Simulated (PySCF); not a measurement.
A PySCF script (with the pyscf-properties extension) for the NMR shieldings of `COc1cc(C)[p-]c1C`, [C7H10OP]-, on a GFN2-xTB geometry:

```python
import basis_set_exchange as bse
import numpy as np
from pyscf import gto, dft
from pyscf.prop import nmr

atoms = """
C    -1.753015    2.085739   -0.222399
O    -1.827095    0.704022   -0.104926
C    -0.587633    0.035167   -0.016611
C     0.680312    0.627240   -0.010705
C     1.698481   -0.305000    0.086406
C     3.153874    0.059586    0.116536
P     1.088899   -1.945418    0.171431
C    -0.561689   -1.343174    0.073248
C    -1.789640   -2.202967    0.087837
H    -2.781657    2.451570   -0.293516
H    -1.270680    2.551166    0.650183
H    -1.203394    2.395719   -1.123504
H     0.872644    1.691250   -0.071885
H     3.447990    0.592898   -0.793702
H     3.380455    0.711075    0.966940
H     3.765530   -0.837417    0.201601
H    -2.389375   -2.040185   -0.812310
H    -1.512573   -3.255540    0.138735
H    -2.421239   -1.966480    0.949177
"""
names = dict.fromkeys(["C", "O", "P", "H"], "pcSseg-1")
basis = {el: gto.basis.parse(bse.get_basis(n, elements=[el], fmt="nwchem")) for el, n in names.items()}
mol = gto.M(atom=atoms, basis=basis, charge=-1, verbose=0)
mf = dft.RKS(mol, xc="PBE0")
mf.grids.level = 2
mf.grids.alignment = dft.numint.BLKSIZE   # the property module wants whole blocks of grid points
mf.conv_tol = 1e-9
mf.kernel()

calc = nmr.RKS(mf)   # GIAO
C = mf.mo_coeff
Co = C[:, mf.mo_occ > 0]
resp = mf.gen_response(singlet=True, hermi=2)
def vind(x):   # induced exchange potential for any number of trial vectors
    d = np.einsum("pi,xij,qj->xpq", C, 2 * x.reshape(-1, C.shape[1], Co.shape[1]), Co, optimize=True)
    return np.einsum("xpq,pi,qj->xij", resp(d - d.transpose(0, 2, 1)), C, Co, optimize=True).ravel()
mo1, _ = nmr.rhf.solve_mo1(calc, with_cphf=vind)
sigma = calc.kernel(mo1)
for i, s in enumerate(sigma):   # ppm
    w = np.linalg.eigvalsh((s + s.T) / 2)
    print("%2d %-2s iso %8.1f  s11 %8.1f  s22 %8.1f  s33 %8.1f" % (i, mol.atom_pure_symbol(i), w.mean(), *w))
```

Problem. What are the results?

Solution. 
```
 0 C  iso    129.5  s11    102.3  s22    106.4  s33    179.8
 1 O  iso    260.5  s11    159.5  s22    300.3  s33    321.6
 2 C  iso     33.8  s11    -26.7  s22     49.1  s33     79.2
 3 C  iso     87.4  s11     14.8  s22     97.2  s33    150.2
 4 C  iso     50.3  s11    -70.0  s22     55.4  s33    165.5
 5 C  iso    164.5  s11    150.8  s22    154.1  s33    188.5
 6 P  iso    248.6  s11    134.0  s22    253.9  s33    357.9
 7 C  iso     69.0  s11    -10.0  s22     67.0  s33    149.9
 8 C  iso    169.7  s11    158.1  s22    165.0  s33    185.9
 9 H  iso     27.9  s11     23.1  s22     26.5  s33     34.2
10 H  iso     27.9  s11     24.4  s22     25.7  s33     33.5
11 H  iso     27.9  s11     24.5  s22     25.7  s33     33.5
12 H  iso     25.7  s11     22.0  s22     25.7  s33     29.2
13 H  iso     29.0  s11     24.2  s22     27.3  s33     35.6
14 H  iso     29.0  s11     24.2  s22     27.3  s33     35.6
15 H  iso     29.7  s11     24.7  s22     29.8  s33     34.6
16 H  iso     29.3  s11     24.5  s22     27.7  s33     35.8
17 H  iso     29.8  s11     24.2  s22     30.0  s33     35.1
18 H  iso     29.4  s11     24.6  s22     27.5  s33     36.0
```

These numbers come from an equivalent density-fitted implementation of the same equations, which agrees with the script to about 0.01 ppm for H and up to a few tenths of a ppm for heavy atoms, so last digits may differ.

Problem. Turn these shieldings into chemical shifts. δ = σ(ref) − σ, references computed at the same level: TMS for 13C (σref 186.93) and 1H (σref 31.72); 17O (σref 336.08) vs H2O; 31P (σref 318.38) against H3PO4.

Solution. Averaging equivalent atoms: C 2: 153.1; C 4: 136.6; C 7: 118.0; C 3: 99.5; C 0: 57.4; C 5: 22.5; C 8: 17.2; O 1: 75.6; P 6: 69.8; H 12: 6.07; H 9/10/11: 3.81; H 13/14/15: 2.46; H 16/17/18: 2.23 ppm. Experimental scales use liquid or dissolved standards, which lie at an offset from isolated H2O (liquid H2O: subtract about 36 ppm) and H3PO4.

Size and cost of the density-fitted run: 210 basis functions, of the order of 100 core-seconds.
